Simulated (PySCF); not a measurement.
oxetane-3-carbaldehyde (C4H6O2), SMILES C1C(CO1)C=O. Heavy atoms are numbered as in [O:1]=[CH:2][CH:3]1[CH2:4][O:5][CH2:6]1. Hydrogens are named by the atom that carries them.

Coordinates come from a ωB97X-D3(BJ)/def2-SVP optimisation. Other conformers were not sampled.

The numbers are results of PBE/def2-TZVP run with PySCF, not measurements.

Atomic charges (e), one atom of each kind:

```json
[
 {"atom": "O1", "Löwdin": "___", "meta-Löwdin": "-0.35"},
 {"atom": "C2 (CH)", "Löwdin": "-0.30", "meta-Löwdin": "0.26"},
 {"atom": "C3 (CH)", "Löwdin": "-0.23", "meta-Löwdin": "-0.16"},
 {"atom": "C4 (CH2)", "Löwdin": "___", "meta-Löwdin": "0.00"},
 {"atom": "O5", "Löwdin": "0.16", "meta-Löwdin": "-0.39"},
 {"atom": "H on C2", "Löwdin": "___", "meta-Löwdin": "0.06"},
 {"atom": "H on C3", "Löwdin": "___", "meta-Löwdin": "0.13"},
 {"atom": "H on C4", "Löwdin": "0.12", "meta-Löwdin": "0.11"}
]
```

Question: Fill in the missing entries. (Estimate from the structure and the level; the computed values follow.)

Answer: 
- O1, Löwdin: 0.15
- C4 (CH2), Löwdin: -0.27
- H on C2, Löwdin: 0.11
- H on C3, Löwdin: 0.15

Computed Mayer and Wiberg (Löwdin basis) orders of the bonds:
| bond | Mayer | Wiberg |
|---|---|---|
| O1–C2 | 2.18 | 2.79 |
| C2–C3 | 0.90 | 1.21 |
| C3–C4 | 0.98 | 1.11 |
| C4–O5 | 1.07 | 1.45 |
| C3–C6 | 0.98 | 1.11 |
| O5–C6 | 1.07 | 1.45 |
